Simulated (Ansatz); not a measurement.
The first iterations of a band of FH5W + H3P (11 atoms, charge 0, multiplicity 1).

Theory: Ansatz 0.2.0, RKS PBE0/def2-SVP.

```json
{"movable images": "7", "climbing image": "yes", "spring": "5.0 eV/Å²", "optimiser": "quadratic models (default)", "start path": "through a guess of the saddle point", "force threshold": "0.05 eV/Å", "iteration limit": "39", "end points": "relaxed"}
```

Image 0:

```xyz
11
Properties=species:S:1:pos:R:3
W -0.200 -0.213 0.001
F -0.324 -0.098 1.826
H 1.330 -0.002 -0.653
H 0.057 1.234 -0.809
H -1.520 0.398 -0.833
H 0.550 -1.600 -0.572
H -1.216 -1.354 -0.689
P 2.677 2.438 1.826
H 3.073 1.158 1.328
H 1.822 2.701 0.712
H 1.621 1.897 2.620
```

Image 8:

```xyz
11
Properties=species:S:1:pos:R:3
W 0.349 0.115 -0.413
F -0.193 0.335 2.524
H 1.453 -0.693 0.550
H -0.353 1.563 0.046
H -1.249 0.074 0.083
H -0.183 -1.259 0.380
H 0.595 -0.068 -2.114
P 1.858 1.579 0.739
H 3.191 1.166 0.452
H 1.853 2.841 0.078
H 0.548 0.906 2.429
```

| iteration | highest image above the first end (eV) | largest band force component (eV/Å) |
| --- | --- | --- |
| 1 | 8.576 | 14.829 |
| 2 | 5.121 | 7.128 |
| 3 | 4.915 | 2.439 |
| 4 | 4.084 | 2.880 |
| 5 | 3.268 | 1.540 |
| 6 | 3.018 | 1.450 |
| 7 | 3.318 | 1.798 |
| 8 | 3.140 | 1.466 |
| 9 | 2.903 | 0.830 |
| 10 | 2.531 | 1.237 |
| 11 | 2.263 | 0.928 |
| 12 | 2.125 | 0.919 |
| 13 | 2.034 | 1.021 |

**Question.** Does the band converge within its limit, and where does its top end?

**Answer.** It did not converge within its limit. It ended after 39 iterations with the highest image 2.226 eV above the first end. The band didn't meet its force threshold, so its energies are provisional: the largest band force was still 1.56 eV/Å, and over the last iterations the top moved between 1.98 and 2.23 eV. Neighbouring images lie up to 2.8 Å apart, so the band is torn or far too coarse. Inner images lie below an end point, which means an intermediate or an end that isn't the lowest structure nearby. The orbitals stay closed-shell, which can raise the energy where a bond breaks towards radicals; this wasn't checked here.

The run took 15 min on 2 threads of Arm Neoverse V2 (shared host), peak memory 0.24 GiB.
